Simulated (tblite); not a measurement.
Species: C₅H₁₀P₂.
Geometry (GFN2-xTB, Å), atoms numbered from 1 in this order:
```
atom  x, y, z in Å
C1    -2.695    1.070    0.789
C2    -2.101   -0.030    0.357
P3    -0.814    0.003   -0.935
C4     0.466   -0.855    0.055
C5     0.895   -2.089   -0.172
P6     1.058    0.222    1.410
C7     1.958    1.450    0.358
H8    -3.446    1.050    1.564
H9    -2.452    2.038    0.380
H10   -2.343   -1.003    0.771
H11   -1.256   -1.155   -1.591
H12    1.657   -2.546    0.443
H13    0.506   -2.689   -0.981
H14    2.179   -0.562    1.718
H15    1.226    2.073   -0.155
H16    2.566    2.083    1.004
H17    2.589    0.952   -0.376
```

Computed with GFN2-xTB (tblite): harmonic, unscaled wavenumbers at the GFN2-xTB geometry, gas phase. Errors from tens to a few hundred cm⁻¹ against measured bands are possible. Modes of hydrogen on phosphorus can be 10 to 20 % off. One conformer, not necessarily the lowest. The optimisation stopped once no atom felt more than 0.01 eV/Å.

Lowest wavenumbers of the output (negative numbers stand for imaginary wavenumbers):
```
mode    cm-1
  1     -23.1
  2      25.8
  3      62.0
  4     127.8
  5     157.1
  6     176.3
  7     226.9
  8     298.0
  9     339.0
 10     443.7
```

Question: Is this structure a minimum?

Answer: Not by this Hessian. 1 mode is imaginary beyond 20i (23i cm⁻¹), so at this level the point lies at or near a first-order saddle. The curvature is small, so loose convergence or finite differences may be the whole cause.

Question: Which atoms move in the imaginary mode?

Answer: 23i: C7 (sp3 carbon bound to phosphorus) 18 %, C1 (terminal =CH2 carbon) 16 %, C2 (alkene CH carbon) 16 %. These are shares of the mass-weighted motion.

Question: What is the remedy?

Answer: Step along that mode in both directions, optimise again with tighter thresholds and repeat the frequencies. The zero-point energy of this point (80.3 kcal/mol) counts the 44 real modes alone, and thermal corrections from it aren't those of a minimum.
